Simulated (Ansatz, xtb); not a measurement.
Breaking the Al1–H2 bond in AlClH2 (SMILES [AlH2][Cl]) (multiplicity 1 held, fragments rigid). Energies count from the point at 1.569 Å.
Geometry at that point (charge 0, multiplicity 1):
```xyz
4

Al    -0.00486    -0.35109    -1.01441
H     -1.39252    -0.45490    -1.73979
H      1.37623    -0.72201    -1.66060
Cl     0.00467     0.33771     0.97574
```

R- and RO- levels are restricted; in cc, def2 and unpolarised 6-31G sets they are followed outwards from rest. Unrestricted levels (U-) break spin symmetry where that is lower. Levels need not reach the same state.

Cores are frozen in the correlated methods.

Run with Ansatz (an electronic-structure program) with Gaussian orbitals; xtb for the GFN methods. Each number belongs to the level named beside it. The GFN methods have no spin term and hold the electronic entropy of 300 K.

Q: One of these levels gives 107.11 kcal/mol for the energy at R = 5.022 Å. Name it.
A) U-wB97X-V/cc-pV(T+d)Z
B) GFN2-xTB
C) R-MP2/cc-pV(T+d)Z
D) R-wB97X-V/cc-pV(T+d)Z

A: B, GFN2-xTB. The others give 147.17 (R-wB97X-V/cc-pV(T+d)Z), 88.43 (U-wB97X-V/cc-pV(T+d)Z), 118.86 (R-MP2/cc-pV(T+d)Z)

Doubts at one or more of the structures used: a restricted determinant that unrestricted orbitals would lower (R-wB97X-V/cc-pV(T+d)Z, R-MP2/cc-pV(T+d)Z); a spin-contaminated determinant (U-wB97X-V/cc-pV(T+d)Z).
